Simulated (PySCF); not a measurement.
UHF on Sb²⁺ (antimony, charge +2)

Configuration: [Kr] 4d10 5s2 5p1, 2P determinant. Computed with PySCF 2.14 in aug-cc-pVDZ-PP with ECP28MDF (5s4p3d, 32 functions), with a scalar-relativistic core potential.

```json
{
  "Total energy": "-238.369407 hartree",
  "One-electron energy": "-404.4073 hartree",
  "Hartree (Coulomb) energy": "183.9842 hartree",
  "Exchange energy": "-17.9463 hartree",
  "⟨S²⟩": "0.7585",
  "⟨L²⟩": "2.025",
  "Sum of ⟨r⟩": "23.92 bohr",
  "Sum of ⟨r²⟩": "36.18 bohr²",
  "Traceless quadrupole moment −½Σ⟨3z² − r²⟩ along its main axis": "-2.99 e·bohr²",
  "Time after the integrals": "0.07 s of wall time on 1 thread of Neoverse-V2 (shared host)"
}
```

```json
{"shell": "4s α", "electrons": "1", "mean orbital energy (hartree)": "-7.20919", "spread (hartree)": "0", "rms radius, mean of both spins (bohr)": "0.849"}
{"shell": "4s β", "electrons": "1", "mean orbital energy (hartree)": "-7.20231", "spread (hartree)": "0", "rms radius, mean of both spins (bohr)": "0.849"}
{"shell": "4p α", "electrons": "3", "mean orbital energy (hartree)": "-5.27469", "spread (hartree)": "0.00644", "rms radius, mean of both spins (bohr)": "0.917"}
{"shell": "4p β", "electrons": "3", "mean orbital energy (hartree)": "-5.26784", "spread (hartree)": "0.02482", "rms radius, mean of both spins (bohr)": "0.917"}
{"shell": "4d α", "electrons": "5", "mean orbital energy (hartree)": "-2.30101", "spread (hartree)": "0.01650", "rms radius, mean of both spins (bohr)": "1.10"}
{"shell": "4d β", "electrons": "5", "mean orbital energy (hartree)": "-2.29478", "spread (hartree)": "0.02752", "rms radius, mean of both spins (bohr)": "1.10"}
{"shell": "5s α", "electrons": "1", "mean orbital energy (hartree)": "-1.25198", "spread (hartree)": "0", "rms radius, mean of both spins (bohr)": "2.27"}
{"shell": "5s β", "electrons": "1", "mean orbital energy (hartree)": "-1.16531", "spread (hartree)": "0", "rms radius, mean of both spins (bohr)": "2.27"}
{"shell": "5p α", "electrons": "1", "mean orbital energy (hartree)": "-0.89603", "spread (hartree)": "0", "rms radius, mean of both spins (bohr)": "2.70"}
```

Energies and moments cover only the electrons outside the core potential.
